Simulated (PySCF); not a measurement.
GeH2Br2, SMILES [Br][GeH2][Br]. Coordinates come from a B3LYP-D3(BJ)/def2-SVP optimisation.

Question: Give the equilibrium geometry at B3LYP-D3(BJ)/def2-SVP (PySCF confirms it by a frequency run) as bond lengths and angles, and its point group. (Estimate from the structure and the level; the computed values follow.)

Answer: point group C2v.
Atoms: Ge1 Br2 Br3 H4 H5. Bonds (Å): Ge1–Br2 2.319, Ge1–Br3 2.319, Ge1–H4 1.535, Ge1–H5 1.535. Angles (°): Br2–Ge1–Br3 109.6, Br2–Ge1–H4 108.1, Br2–Ge1–H5 108.1, Br3–Ge1–H4 108.1, Br3–Ge1–H5 108.1, H4–Ge1–H5 114.8.
Charge 0, spin multiplicity 1.
